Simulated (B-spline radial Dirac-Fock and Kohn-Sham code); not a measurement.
## Form factor and incoherent scattering function of Zn⁺

System: Zn⁺, configuration [Ar] 3d10 4s1.

Model: relativistic Hartree-Fock (Dirac-Fock) wave functions, averaged over the configuration. Program: an atomic code on a B-spline grid. f₀ is the Fourier transform of the spherical electron density, S the Waller-Hartree incoherent function, and s = sin θ/λ. The electron scattering factor follows from the Mott-Bethe formula f_e = 0.023934 Å⁻¹·(Z − f₀)/s².

| s (Å⁻¹) | f₀ | S | f_e (Å) |
| --- | --- | --- | --- |
| 0 | 29.000 | 0.000 | – |
| 0.05 | 28.599 | 0.542 | 13.409 |
| 0.1 | 27.518 | 1.803 | 5.941 |
| 0.15 | 26.013 | 3.239 | 4.241 |
| 0.2 | 24.309 | 4.658 | 3.405 |
| 0.25 | 22.540 | 6.051 | 2.857 |
| 0.3 | 20.779 | 7.402 | 2.452 |
| 0.35 | 19.070 | 8.685 | 2.135 |
| 0.4 | 17.449 | 9.887 | 1.877 |
| 0.45 | 15.941 | 11.011 | 1.662 |
| 0.5 | 14.565 | 12.064 | 1.478 |
| 0.6 | 12.231 | 13.981 | 1.181 |
| 0.7 | 10.437 | 15.664 | 0.956 |
| 0.8 | 9.103 | 17.116 | 0.781 |
| 0.9 | 8.129 | 18.347 | 0.646 |
| 1 | 7.416 | 19.381 | 0.541 |
| 1.1 | 6.879 | 20.251 | 0.457 |
| 1.2 | 6.454 | 20.990 | 0.391 |
| 1.4 | 5.775 | 22.193 | 0.296 |
| 1.6 | 5.180 | 23.155 | 0.232 |
| 1.8 | 4.608 | 23.957 | 0.188 |
| 2 | 4.062 | 24.632 | 0.155 |
| 2.5 | 2.906 | 25.875 | 0.104 |
| 3 | 2.134 | 26.653 | 0.074 |
| 3.5 | 1.677 | 27.154 | 0.055 |
| 4 | 1.414 | 27.505 | 0.043 |
| 5 | 1.140 | 27.996 | 0.028 |
| 6 | 0.964 | 28.333 | 0.019 |

f₀ starts at the number of electrons, 29, and has fallen to half at s ≈ 0.50 Å⁻¹. The sum of ⟨r²⟩ over the electrons is 22.37 bohr². For an ion f_e diverges as s goes to zero, because of the net charge.

Values without a named source are computed, but for edge energies of neutral atoms, which are taken from tables.
